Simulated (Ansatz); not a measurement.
Molecule: C2H8N2Si2, net charge 0, singlet state. 
Structure (B3LYP-D3(BJ)/def2-TZVP (Ansatz, a first-principles code) minimum search):
```xyz
14

C      2.5368     0.9301     0.7979
C      1.6271    -0.0363     0.9364
N      0.4032    -0.1028     0.2950
Si    -0.9187    -1.2452     0.3204
N     -1.6988    -0.2005    -0.8177
Si    -0.3985     0.9455    -0.8577
H      2.3808     1.7783     0.1415
H      3.4660     0.8898     1.3458
H      1.8343    -0.8648     1.6083
H     -0.5766    -2.6045    -0.1651
H     -1.5864    -1.3960     1.6364
H     -2.5835    -0.2424    -1.2855
H      0.3017     1.0927    -2.1555
H     -0.7097     2.3031    -0.3512
```
Charge 0, spin multiplicity 1.

Total electronic energies in hartree. Correlated levels leave the core frozen unless marked. Spin-orbit coupling is left out. Non-relativistic. CBS marks a two-point X^-3 extrapolation of the correlation energy; Hartree-Fock from the larger set.

```tsv
level	program	energy (Eh)
BLYP-D3(BJ)/def2-TZVPD	Ansatz + dftd3	-769.61370
revPBE/def2-TZVPD	Ansatz	-769.48132
BHLYP/def2-TZVPD	Ansatz	?
r2SCANh-D4/def2-TZVPD	Ansatz + dftd4	-769.50055
wB97X/def2-TZVPD	Ansatz	-769.60971
B2GP-PLYP-D4/def2-TZVPD	Ansatz + dftd4	-769.15477
B2PLYP-D3(BJ)/def2-TZVPD	Ansatz + dftd3	-769.28004
MP2/6-31G*	Ansatz	-767.90619
MP2/cc-pV(D+d)Z	Ansatz	-768.02437
SCS-MP2/6-31G	Ansatz	-767.47630
SCS-MP2/6-31G*	Ansatz	-767.89616
SCS-MP2/aug-cc-pV(D+d)Z	Ansatz	-768.07528
CCSD/aug-cc-pV(D+d)Z	Ansatz	-768.14138
CCSD(T)/cc-pVTZ	Ansatz	-768.38785
CCSD(T)/CBS(cc-pV(T+d)Z,cc-pV(Q+d)Z)	Ansatz	-768.5253
```

**Question.** Complete the blanks.

**Answer.** 
- BHLYP/def2-TZVPD, energy (Eh): -769.56180
